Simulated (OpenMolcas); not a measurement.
**Ag2+ in KCdF3: curves along the breathing mode**

Ag2+ with its 6 nearest fluoride ions, on the Cd site of idealised cubic KCdF3 (a = 4.302 Å, distance in the model lattice 2.151 Å). The rest of the host is ab initio model potentials to 7.6 Å, with orthogonalisation functions on the cations behind the ligands, and point charges beyond; the distance is set by hand and nothing relaxes. Ligand basis ANO-RCC-VDZP.

```
Program             : OpenMolcas
Method              : SS-CASPT2, IPEA 0.25 Eh, imaginary shift 0.1 Eh (closed shells correlated: 4s 4p and the ligand valence shells)
Basis               : ANO-RCC-VDZP [6s5p3d1f]
Scalar Hamiltonian  : DKH2, point nucleus
Active space        : 9 electrons in 5 orbitals (4d)
State averaging     : 2S+1 = 2 even, 5 roots
Spin-orbit coupling : state interaction with AMFI integrals over the reference wave functions
```

Spin-free energies (labels of O, the rotations of Oh) in cm-1 above the lowest fitted minimum, as all ligands move together:

```csv
R (Å),2E,2T2
2.069,20,16930
2.118,1270,16510
2.167,5450,19280
2.215,12270,25000
2.264,21990,33700
2.313,34580,45430
2.362,50210,60340
```

Cubic fits give the following; the wavenumber is harmonic, with the mass of all moving ligands, small differences in it between states hang on the degree of the fit, a number in brackets counts states of one label, and the table is a selection of at most 14 states with clean curves.

| State | R0 (Å) | Breathing mode (cm-1) | Minimum (cm-1) |
| --- | --- | --- | --- |
| 2E | 2.070 | 585 | 0 |
| 2T2 | 2.099 | 615 | 16330 |

The minimum of 2T2 is shifted by +0.0286 Å against 2E (from the unrounded fits). With M = 114.0 u for the moving shell, the Huang-Rhys factor in this mode is S = M ω ΔR² / 2ħ = 0.01483 × 114.0 × 585 × 0.0286² = 0.81. Only the first shell moves, against a rigid host.

Roots that are degenerate in the reference are averaged as groups; the widest CASPT2 spread within a group is 120 cm-1 (the 3-fold group of multiplicity 2 near 13800 cm-1 above the lowest state of its run, R = 2.167). Shifts and gaps below about the spread of the groups concerned are not significant. Over all roots computed the reference weight is 0.73 to 0.74 in R = 2.069, 0.73 to 0.74 in R = 2.118, 0.73 to 0.74 in R = 2.167, 0.73 to 0.74 in R = 2.215, 0.73 to 0.74 in R = 2.264, 0.73 to 0.74 in R = 2.313, 0.73 to 0.74 in R = 2.362; a low but even weight reflects the number of correlated electrons. An orbital doublet at a regular site is open to a Jahn-Teller distortion, which this geometry leaves out. Ligand-to-metal charge-transfer states are missing. With one d shell and no ligand orbital active, 10Dq can be off by a tenth or more. Free-ion shares, where given, are those of the reference states; single-state CASPT2 does not remix them (holds for R = 2.167; R = 2.215; R = 2.264; R = 2.313; R = 2.362). No measured value stands beside these numbers.
